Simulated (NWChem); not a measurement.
The numbers come from NWChem runs, not from measurements. System: CH4OPb, charge 0, spin multiplicity 1, at a geometry optimised with PBE0/def2-SVP with def2 effective core potentials on Pb. The structure started from a generated list of species. Level: PBE0/def2-TZVP with def2 effective core potentials on Pb.

Input file:

```
start mol
memory heap 200 mb stack 900 mb global 1100 mb
geometry units angstroms nocenter noautoz
  Pb     0.200139     0.413247     0.000000
  H      1.665804    -0.759865     0.000000
  O     -1.202457    -1.153166     0.000000
  C     -0.958319    -2.519825     0.000000
  H     -1.413794    -3.000986     0.888302
  H     -1.413794    -3.000986    -0.888302
  H      0.119972    -2.780144     0.000000
  symmetry group Cs
end
basis spherical
  * library def2-tzvp
end
ecp
  Pb library def2-ecp
end
dft
  xc pbe0
  semidirect memsize 60000000 filesize 0
  iterations 100
end
task dft energy
```

NWChem printed:

```
             Northwest Computational Chemistry Package (NWChem) 7.3.0
             --------------------------------------------------------

                                NWChem Input Module
                                -------------------

 Scaling coordinates for geometry "geometry" by  1.889725989
 (inverse scale =  0.529177249)

 Turning off AUTOSYM since
 SYMMETRY directive was detected!

                             Geometry "geometry" -> ""
                             -------------------------

 Output coordinates in angstroms (scale by  1.889725989 to convert to a.u.)

  No.       Tag          Charge          X              Y              Z
 ---- ---------------- ---------- -------------- -------------- --------------
    1 Pb                  82.0000     0.20013900     0.41324700     0.00000000
    2 H                    1.0000     1.66580400    -0.75986500     0.00000000
    3 O                    8.0000    -1.20245700    -1.15316600     0.00000000
    4 C                    6.0000    -0.95831900    -2.51982500     0.00000000
    5 H                    1.0000    -1.41379400    -3.00098600     0.88830200
    6 H                    1.0000    -1.41379400    -3.00098600    -0.88830200
    7 H                    1.0000     0.11997200    -2.78014400     0.00000000

 Effective nuclear repulsion energy (a.u.)     343.5794967408

            Nuclear Dipole moment (a.u.)
            ----------------------------
        X                 Y               Z
 ---------------- ---------------- ----------------
     0.0000302356    -0.0000094486     0.0000000000

      Symmetry information
      --------------------

 Group name             Cs
 Group number              2
 Group order               2
 No. of unique centers     6

      Symmetry unique atoms

     1    2    3    4    5    7


 Summary of "ao basis" -> "" (spherical)
 ------------------------------------------------------------------------------
       Tag                 Description            Shells   Functions and Types
 ---------------- ------------------------------  ------  ---------------------
 *                         def2-tzvp                  on all atoms

                                 NWChem DFT Module
                                 -----------------

 Summary of "ao basis" -> "ao basis" (spherical)
 ------------------------------------------------------------------------------
       Tag                 Description            Shells   Functions and Types
 ---------------- ------------------------------  ------  ---------------------
 Pb                        def2-tzvp                16       50   6s5p3d2f
 H                         def2-tzvp                 4        6   3s1p
 O                         def2-tzvp                11       31   5s3p2d1f
 C                         def2-tzvp                11       31   5s3p2d1f

 Summary of "ao basis" -> "ao basis" (spherical)
 ------------------------------------------------------------------------------
       Tag                 Description            Shells   Functions and Types
 ---------------- ------------------------------  ------  ---------------------
 Pb                        def2-tzvp                16       50   6s5p3d2f
 H                         def2-tzvp                 4        6   3s1p
 O                         def2-tzvp                11       31   5s3p2d1f
 C                         def2-tzvp                11       31   5s3p2d1f

      Symmetry analysis of basis
      --------------------------
[...]
 d= 0,ls=0.0,diis     3   -308.4985482550 -9.29D-01  1.45D-03  4.34D-02     9.5
 d= 0,ls=0.0,diis     4   -308.5020820651 -3.53D-03  4.99D-04  2.01D-02    10.5
 d= 0,ls=0.0,diis     5   -308.5044725411 -2.39D-03  8.18D-05  1.10D-04    11.5
  Resetting Diis
 d= 0,ls=0.0,diis     6   -308.5044838127 -1.13D-05  3.30D-05  1.01D-05    12.5
 d= 0,ls=0.0,diis     7   -308.5044852429 -1.43D-06  1.82D-05  2.18D-06    13.4
 d= 0,ls=0.0,diis     8   -308.5044850441  1.99D-07  9.41D-06  4.53D-06    14.4

         Total DFT energy =     -308.504485044088
      One electron energy =     -731.161927088979
           Coulomb energy =      334.922443804476
    Exchange-Corr. energy =      -31.409729485418
 Nuclear repulsion energy =      119.144727725834

 Numeric. integr. density =       40.000028512158

     Total iterative time =     12.5s

                  Occupations of the irreducible representations
                  ----------------------------------------------

                     irrep           alpha         beta
                     --------     --------     --------
                     a'               15.0         15.0
                     a"                5.0          5.0

                       DFT Final Molecular Orbital Analysis
                       ------------------------------------

 Vector   18  Occ=2.000000D+00  E=-2.719016D-01  Symmetry=a'
              MO Center= -6.8D-01, -1.4D+00,  5.7D-12, r^2= 2.6D+00
   Bfn.  Coefficient  Atom+Function         Bfn.  Coefficient  Atom+Function
  ----- ------------  ---------------      ----- ------------  ---------------
    62      0.380925  3 O  px                65      0.325220  3 O  px
    68      0.255789  3 O  px               133     -0.156063  7 H  s
   132     -0.153930  7 H  s                 10      0.138129  1 Pb px
    53     -0.136604  2 H  s                 93     -0.126324  4 C  px
    13     -0.113587  1 Pb px                16     -0.112735  1 Pb px

 Vector   19  Occ=2.000000D+00  E=-2.670444D-01  Symmetry=a"
              MO Center= -1.1D+00, -1.5D+00, -5.5D-12, r^2= 2.0D+00
   Bfn.  Coefficient  Atom+Function         Bfn.  Coefficient  Atom+Function
  ----- ------------  ---------------      ----- ------------  ---------------
    64      0.390518  3 O  pz                67      0.331839  3 O  pz
    70      0.277194  3 O  pz               120     -0.147303  5 H  s
   126      0.147303  6 H  s                 95     -0.144033  4 C  pz
    18      0.127440  1 Pb pz               121     -0.121240  5 H  s
   127      0.121240  6 H  s                 12     -0.117879  1 Pb pz

 Vector   20  Occ=2.000000D+00  E=-2.560122D-01  Symmetry=a'
              MO Center=  5.8D-01,  1.2D-02, -1.7D-13, r^2= 3.6D+00
   Bfn.  Coefficient  Atom+Function         Bfn.  Coefficient  Atom+Function
  ----- ------------  ---------------      ----- ------------  ---------------
     5      0.309846  1 Pb s                  6      0.282748  1 Pb s
    17      0.266442  1 Pb py                11     -0.263132  1 Pb py
    52     -0.261710  2 H  s                  3     -0.246374  1 Pb s
    53     -0.244964  2 H  s                 14      0.206749  1 Pb py
    10      0.151511  1 Pb px                 2      0.149743  1 Pb s

 Vector   21  Occ=0.000000D+00  E=-9.043763D-02  Symmetry=a"
              MO Center=  2.0D-01,  3.6D-01,  5.9D-16, r^2= 4.1D+00
   Bfn.  Coefficient  Atom+Function         Bfn.  Coefficient  Atom+Function
  ----- ------------  ---------------      ----- ------------  ---------------
    18      0.497784  1 Pb pz                12     -0.385765  1 Pb pz
    21      0.379972  1 Pb pz                15      0.304543  1 Pb pz
    64     -0.151844  3 O  pz                70     -0.141847  3 O  pz
    67     -0.123758  3 O  pz                 9      0.080264  1 Pb pz
   121      0.054111  5 H  s                127     -0.054111  6 H  s

 Vector   22  Occ=0.000000D+00  E=-1.663280D-02  Symmetry=a'
              MO Center=  3.8D-01,  5.9D-01, -7.5D-16, r^2= 5.9D+00
   Bfn.  Coefficient  Atom+Function         Bfn.  Coefficient  Atom+Function
  ----- ------------  ---------------      ----- ------------  ---------------
    19      0.587756  1 Pb px                20      0.503136  1 Pb py
    92      0.450030  4 C  s                 16      0.241279  1 Pb px
    10     -0.228497  1 Pb px               133     -0.228967  7 H  s
    61      0.212304  3 O  s                  5     -0.197665  1 Pb s
    13      0.194230  1 Pb px                11     -0.158015  1 Pb py

 Vector   23  Occ=0.000000D+00  E= 2.846220D-02  Symmetry=a'
              MO Center=  1.1D-01,  9.2D-01,  1.0D-16, r^2= 6.5D+00
   Bfn.  Coefficient  Atom+Function         Bfn.  Coefficient  Atom+Function
  ----- ------------  ---------------      ----- ------------  ---------------
    53      1.261777  2 H  s                 20      1.001044  1 Pb py
     6     -0.612167  1 Pb s                 19     -0.455096  1 Pb px
    16     -0.439602  1 Pb px                 5     -0.346748  1 Pb s
   133      0.275673  7 H  s                  3      0.242057  1 Pb s
   100      0.190929  4 C  py                10      0.152896  1 Pb px

 center of mass
 --------------
 x =   0.07748766 y =   0.21768107 z =   0.00000000

 moments of inertia (a.u.)
 ------------------
         563.910928746954        -264.845070530702           0.000000000000
        -264.845070530702         180.357404484893           0.000000000000
           0.000000000000           0.000000000000         732.908706267613

     Multipole analysis of the density
     ---------------------------------

     L   x y z        total         alpha         beta         nuclear
     -   - - -        -----         -----         ----         -------
     0   0 0 0     -0.000000    -20.000000    -20.000000     40.000000

     1   1 0 0      0.405571     11.549007     11.549007    -22.692442
     1   0 1 0      0.667224     23.761325     23.761325    -46.855425
     1   0 0 1      0.000000      0.000000      0.000000      0.000000

     2   2 0 0    -34.327295    -61.347750    -61.347750     88.368205
     2   1 1 0      0.806196    -60.818540    -60.818540    122.443275
     2   1 0 1      0.000000      0.000000      0.000000      0.000000
     2   0 2 0    -30.356740   -155.897731   -155.897731    281.438721
     2   0 1 1     -0.000000     -0.000000     -0.000000      0.000000
     2   0 0 2    -28.107101    -16.871408    -16.871408      5.635714

 Task  times  cpu:       14.4s     wall:       14.4s

 Total times  cpu:       14.5s     wall:       14.5s
```
